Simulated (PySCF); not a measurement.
From one molecule to another.

First species: C4H4F4.
SMILES with atom numbers: `[F:1][CH2:2][C@H:3]([F:4])[CH:5]=[C:6]([F:7])[F:8]` (hydrogens: H9, H10 on C2; H11 on C3; H12 on C5)

Second species: C₄H₄F₄.
Z-matrix (Å and degrees, GFN2-xTB geometry), rows numbered from 1:
```
F 
C   1  1.3675
C   2  1.4931  1  109.86
C   3  1.3239  2  124.07  1   179.25
F   4  1.3478  3  121.04  2   179.97
C   4  1.5065  3  126.13  2     0.04
F   6  1.3568  4  110.91  3    58.19
F   6  1.3567  4  110.97  3   -58.79
H   2  1.0970  1  107.02  3  -121.36
H   2  1.0968  1  107.03  3   121.49
H   3  1.0805  2  116.22  1    -0.83
H   6  1.1000  4  112.10  3   179.67
```

Levels: CAM-B3LYP/def2-SVPD for dipole moment, HOMO energy, LUMO energy, HOMO–LUMO gap, static isotropic polarisability and electronic spatial extent ⟨r²⟩ about the centre of nuclear charge; TDDFT CAM-B3LYP/def2-SVPD for lowest singlet excitation; TDA CAM-B3LYP/def2-SVPD for lowest triplet excitation (Tamm–Dancoff); GFN2-xTB for rotational constant A and rotational constant C. Geometries: GFN2-xTB. All species are isolated and taken at one optimised geometry, non-relativistic unless stated; the electronic structure was computed with PySCF and density fitting.

The conformers computed, where there is a choice (atom-mapped SMILES and torsion angles):
- `[F:1][CH2:2][C@H:3]([F:4])[CH:5]=[C:6]([F:7])[F:8]`: F1–C2–C3–F4 -172°, C2–C3–C5–C6 66°
- `[F:1][CH2:2]/[CH:3]=[C:4](/[F:5])[CH:6]([F:7])[F:8]`: F1–C2–C3–C4 179°, C3–C4–C6–F7 58°

Values for the first species:

| Quantity | Value |
| --- | --- |
| Dipole moment | 1.05 D |
| HOMO energy | -9.53 eV |
| LUMO energy | 0.56 eV |
| HOMO–LUMO gap | 10.09 eV |
| Lowest singlet excitation | 7.19 eV |
| Lowest triplet excitation (Tamm–Dancoff) | 4.43 eV |
| Static isotropic polarisability | 51.9 au |
| Electronic spatial extent ⟨r²⟩ about the centre of nuclear charge | 1011 bohr² |
| Rotational constant A | 2.901 GHz |
| Rotational constant C | 1.110 GHz |

Task: Estimate the same properties for the second species, and the change in each.

Result: 
```
                                                         property       first      second  second less first
                                                    dipole moment      1.05 D      1.15 D            +0.10 D
                                                      HOMO energy    -9.53 eV    -9.48 eV           +0.05 eV
                                                      LUMO energy     0.56 eV     0.06 eV           -0.50 eV
                                                    HOMO–LUMO gap    10.09 eV     9.54 eV           -0.55 eV
                                        lowest singlet excitation     7.19 eV     6.70 eV           -0.49 eV
                         lowest triplet excitation (Tamm–Dancoff)     4.43 eV     3.95 eV           -0.48 eV
                                  static isotropic polarisability     51.9 au     51.8 au            -0.1 au
electronic spatial extent ⟨r²⟩ about the centre of nuclear charge  1011 bohr²  1034 bohr²          +23 bohr²
                                            rotational constant A   2.901 GHz   2.548 GHz         -0.353 GHz
                                            rotational constant C   1.110 GHz   1.057 GHz         -0.053 GHz
```

On the first: S1 lies 2.90 eV below the HOMO–LUMO gap; its leading configuration is HOMO→LUMO, weight 0.90. The vertical singlet–triplet gap S1 − T1 is 2.76 eV (TDDFT singlet less Tamm–Dancoff triplet; S1: HOMO→LUMO, weight 0.90; T1: HOMO→LUMO, weight 0.85).

On the second: No computed singlet falls in the visible range (750 to 380 nm, 1.65 to 3.26 eV); S1 lies 3.44 eV above its blue end. In atomic units the dipole is 0.45 e·bohr (1 au = 2.5417 D).
